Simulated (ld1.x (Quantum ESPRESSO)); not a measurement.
## Ne (Z = 10): one change to a TM potential, before and after

- Element: Ne (Z = 10)
- Generator: ld1.x (Quantum ESPRESSO) 7.5
- Type: norm-conserving Troullier–Martins (Kleinman–Bylander form)
- Functional: PBE
- Relativity: non-relativistic
- Frozen core: [He]
- Valence charge: 8
- Reference configuration: 2s2 2p4.5 (charge +1.5)
- Partial waves: 2s (bound): rc 0.65 bohr; 2p (bound): rc 1.30 bohr; 3d channel at 0.2 Ry: rc 1.20 bohr
- Local potential: all-electron potential smoothed inside 1.00 bohr (lloc = -1)
- Core correction: none

All-electron outer shells of the reference configuration (PBE, non-relativistic, ld1.x):

```tsv
shell	level (eV)	outermost node (bohr)	outermost maximum (bohr)
2s	-66.38	0.22	0.67
2p	-43.14	–	0.59
```

Change: wave 2p (bound): rc 1.30 bohr becomes 2p (bound): rc 0.98 bohr.

Cutoffs: the cutoffs (Ry, on a coarse ladder) from which the occupation-weighted sum of valence levels, in a spherical-Bessel basis at the reference potential, stays within 10 and 1 mRy of its value at 400 Ry; they do not see the model core or the augmentation charge, which bear on the density cutoff. Errors are all-electron minus pseudo energies relative to the spin-unpolarised reference configuration.

How do hardness, ghosts and transferability respond?

The potential gets neither clearly harder nor softer (230 Ry and 300 Ry → 230 Ry and 300 Ry); the s channel sets the loose cutoff, while the largest relative change is in p, which becomes harder; of the 7 tests that both files solve, the error grows in 0 and shrinks in 7 by more than 15 % and 0.3 meV (median size 48.0 → 3.6 meV); neither file shows a bound ghost. Less of the atom is replaced, so other configurations are described better.

| quantity | base | changed |
| --- | --- | --- |
| cutoff, loose | 230 Ry | 230 Ry |
| cutoff, tight | 300 Ry | 300 Ry |
| loose cutoff by channel (10 mRy a level) | s 120 Ry, p 80 Ry | s 120 Ry, p 120 Ry |
| bound ghosts | none | none |
| error for 2s2 2p6, meV [ΔE -41.31 eV] | +48 | -2.0 |
| error for 2s2 2p5, meV [ΔE -18.82 eV] | +12 | +1.0 |
| error for 2s2 2p4, meV [ΔE 24.46 eV] | +23 | +3.6 |
| error for 2s2 2p5.5, meV [ΔE -32.44 eV] | +33 | +1.1 |
| error for 2s2 2p3, meV [ΔE 91.90 eV] | +336 | +72 |
| error for 2s1 2p6, meV [ΔE 4.44 eV] | +131 | +46 |
| error for 2s2 2p2, meV [ΔE 186.52 eV] | +1413 | +368 |
